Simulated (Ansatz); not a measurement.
Cl₃H₅InNSi (`[SiH3][NH2+][In-]([Cl])([Cl])[Cl]`). Charge 0, multiplicity 1. In: def2 effective core potential. All single points use the PBE0-D4/def2-TZVP geometry. It is one conformer, not always the lowest.

```xyz
11

Si    1.582    0.521    0.306
N     0.229   -0.658    0.370
In   -1.764   -0.024   -0.588
Cl   -2.222    1.869    0.683
Cl   -2.929   -1.977   -0.086
Cl   -1.053    0.281   -2.782
H     1.117    1.722    1.028
H     2.770   -0.073    0.967
H     1.839    0.773   -1.125
H    -0.026   -0.903    1.324
H     0.456   -1.532   -0.098
```

Problem. What is the dipole moment at PBE/def2-TZVPP? (Best estimate.)

Solution. Computed: 5.75 D, with components (5.10, -1.29, 2.31) D in this frame, pointing from negative to positive charge.

Problem. And with r2SCAN, B3LYP, ωB97M-V? (Best estimate.)

Solution. Computed: r2SCAN 5.86 D, B3LYP 5.86 D, ωB97M-V 5.87 D.

Problem. Give the Mulliken charges with PBE, B3LYP, r2SCAN in def2-TZVPP. (Estimate.)

Solution. Computed: 
```json
{"atom": "Si1", "PBE": "0.25", "B3LYP": "0.31", "r2SCAN": "0.34"}
{"atom": "N2", "PBE": "-0.31", "B3LYP": "-0.34", "r2SCAN": "-0.36"}
{"atom": "In3", "PBE": "0.81", "B3LYP": "0.90", "r2SCAN": "0.91"}
{"atom": "Cl4", "PBE": "-0.36", "B3LYP": "-0.39", "r2SCAN": "-0.39"}
{"atom": "Cl5", "PBE": "-0.37", "B3LYP": "-0.39", "r2SCAN": "-0.40"}
{"atom": "Cl6", "PBE": "-0.36", "B3LYP": "-0.39", "r2SCAN": "-0.39"}
{"atom": "H7", "PBE": "0.00", "B3LYP": "-0.01", "r2SCAN": "-0.01"}
{"atom": "H8", "PBE": "-0.03", "B3LYP": "-0.04", "r2SCAN": "-0.05"}
{"atom": "H9", "PBE": "0.00", "B3LYP": "-0.01", "r2SCAN": "-0.01"}
{"atom": "H10", "PBE": "0.19", "B3LYP": "0.17", "r2SCAN": "0.18"}
{"atom": "H11", "PBE": "0.19", "B3LYP": "0.17", "r2SCAN": "0.18"}
```

B3LYP here is the variant with VWN-RPA as its local correlation; programs differ in this.
